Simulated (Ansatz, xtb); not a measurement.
**Relative energy of two structures of AlClH4N2**

Structure I: a singlet given by its coordinates. Structure II: `N[NH][AlH][Cl]`, a singlet. Both are isolated molecules in the gas phase, relaxed with PBE0-D4/def2-SVP; the shapes shown needn't be the lowest conformers.

I (Å):

| atom | x (Å) | y (Å) | z (Å) |
| --- | --- | --- | --- |
| Al | -1.7189 | -2.8276 | -1.3731 |
| Cl | -2.3902 | -2.9960 | -3.3844 |
| N | -2.9558 | -1.5821 | -0.3746 |
| N | -1.5929 | -1.1945 | -0.6255 |
| H | -3.6668 | -1.0994 | -0.9305 |
| H | -3.2215 | -1.5632 | 0.6122 |
| H | -1.4526 | -0.1983 | -0.7425 |
| H | -1.1625 | -4.1166 | -0.6655 |

Close contacts (Å): Al1–Cl2 2.13, Al1–N3 2.02, Al1–N4 1.80, N3–N4 1.44, Al1–H8 1.57, N3–H5 1.02, N3–H6 1.02, N4–H7 1.01.

II (Å):

```yaml
atoms:
  - { symbol: Al, position_ang: [-0.3643, -1.2407, 0.0632] }
  - { symbol: Cl, position_ang: [0.8707, -1.3151, 1.7676] }
  - { symbol: N, position_ang: [-2.1301, 0.5496, -1.3073] }
  - { symbol: N, position_ang: [-1.2514, 0.2665, -0.2403] }
  - { symbol: H, position_ang: [-1.6511, 0.4623, -2.2018] }
  - { symbol: H, position_ang: [-2.9124, -0.1022, -1.3130] }
  - { symbol: H, position_ang: [-1.1803, 1.0741, 0.3724] }
  - { symbol: H, position_ang: [-0.5060, -2.4677, -0.9150] }
```

Problem. Which of the two would you expect CCSD(T)/def2-SVP + ΔMP2/def2-TZVPP electronic energies to favour?

Solution. Structure I; the calculation gives E(II) − E(I) = +3.5 kcal/mol.

How the difference moves with the method:

```tsv
level	geometry	E(II) − E(I) (kcal/mol)	departure from the last row (kcal/mol)	job, with rough time for the two
PBE0-D4/def2-SVP	PBE0-D4/def2-SVP	+4.4	+0.9	optimisation, 51 s
HF/def2-SVP	PBE0-D4/def2-SVP	+2.7	−0.8	part of the CCSD(T) run
MP2/def2-SVP	PBE0-D4/def2-SVP	+4.2	+0.7	part of the CCSD(T) run
CCSD(T)/def2-SVP	PBE0-D4/def2-SVP	+3.8	+0.3	single point
CCSD(T)/def2-SVP + ΔMP2/def2-TZVPP	PBE0-D4/def2-SVP	+3.5		single point, 17 s
```

The levels shown agree on the order. The largest departure from CCSD(T)/def2-SVP + ΔMP2/def2-TZVPP is that of PBE0-D4/def2-SVP, 0.9 kcal/mol. Levels run at GFN2-xTB geometries aren't shown. The last row adds to CCSD(T) the change of the MP2 difference between the two basis sets, here −0.3 kcal/mol.

With harmonic frequencies from PBE0-D4/def2-SVP (ideal gas, rigid rotor, one conformer each, 298.15 K, 1 atm): on the last row, ΔE + ΔZPE = +3.4, ΔH = +3.7, ΔG = +2.9 kcal/mol.

The correlated steps freeze 12 core orbitals. Mirror images aren't counted in ΔG. Run with Ansatz 0.2.0; the last row on 2 threads of Intel(R) Xeon(R) Platinum 8375C CPU @ 2.90GHz (Ice Lake) on a shared host.
